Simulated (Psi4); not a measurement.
A dimer, CHF3 ··· H6Si2 (SMILES FC(F)F and [SiH3][SiH3]); the first 5 atoms form monomer A.

```
13

F      1.2036    -0.4800    -0.2497
C     -0.0028     0.0580    -0.0234
F     -0.9304    -0.7212    -0.5966
F     -0.2194     0.0746     1.2991
H     -0.0510     1.0686    -0.4295
Si     0.0993     1.2992    -3.6444
Si    -2.0690     2.0648    -3.1883
H      0.1842    -0.1656    -3.4268
H      1.0790     1.9681    -2.7540
H      0.4624     1.5909    -5.0526
H     -2.1523     3.5304    -3.4004
H     -3.0481     1.4000    -4.0825
H     -2.4341     1.7680    -1.7817
```

### Question
What interaction energy does SAPT0/jun-cc-pVDZ, frozen core run with Psi4 give, and which attractive term is the largest?

### Answer
Total 0.30 kcal/mol: electrostatics 0.22, exchange 1.84, induction -0.36, dispersion -1.40. The most attractive term is dispersion.
